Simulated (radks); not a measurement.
Question: All-electron atom: the bismuth ion Bi2+ in [Hg] 7s1 (not the ground configuration). Calculated with a radial shooting solver on a logarithmic mesh with Libxc functionals: Dirac Kohn-Sham, PW91, spin-unpolarised, spherical densities, point nucleus. Some entries of the table are withheld. Estimate them.

orbital,occ.,eigenvalue (Ry),<r^2> (bohr^2),r(max) (bohr)
1s1/2,2,-6655.392,0.0003459,0.009650
2s1/2,2,-1195.995,0.005184,0.05639
2p1/2,2,-1149.030,0.003642,0.04118
2p3/2,4,-978.4537,0.004823,0.04902
3s1/2,2,-289.8556,0.03358,0.1587
3p1/2,2,-268.6658,0.03049,0.1478
3p3/2,4,-230.4730,0.03680,0.1636
3d3/2,4,-195.8130,0.02802,0.1269
3d5/2,6,-187.7185,0.02972,0.1312
4s1/2,2,-67.74174,0.1605,0.3563
4p1/2,2,-58.53295,(1),0.3536
4p3/2,4,-49.11877,(2),0.3855
4d3/2,4,-34.16043,0.2000,0.3763
4d5/2,6,-32.40395,0.2105,0.3859
5s1/2,2,(3),0.7744,(4)
4f5/2,6,-12.99247,0.2291,0.3399
4f7/2,8,-12.58878,0.2355,0.3443
5p1/2,2,-9.95385,0.8826,(5)
5p3/2,4,-8.13816,1.070,(6)
5d3/2,4,(7),1.653,1.016
5d5/2,6,(8),1.766,1.046
6s1/2,2,-2.48442,4.607,1.817
7s1/2,1,-0.86610,23.54,4.372

Answer: 
(1) 4p1/2 <r^2> (bohr^2): 0.1625
(2) 4p3/2 <r^2> (bohr^2): 0.1933
(3) 5s1/2 eigenvalue (Ry): -13.14553
(4) 5s1/2 r(max) (bohr): 0.7714
(5) 5p1/2 r(max) (bohr): 0.8069
(6) 5p3/2 r(max) (bohr): 0.8831
(7) 5d3/2 eigenvalue (Ry): -3.68558
(8) 5d5/2 eigenvalue (Ry): -3.46165
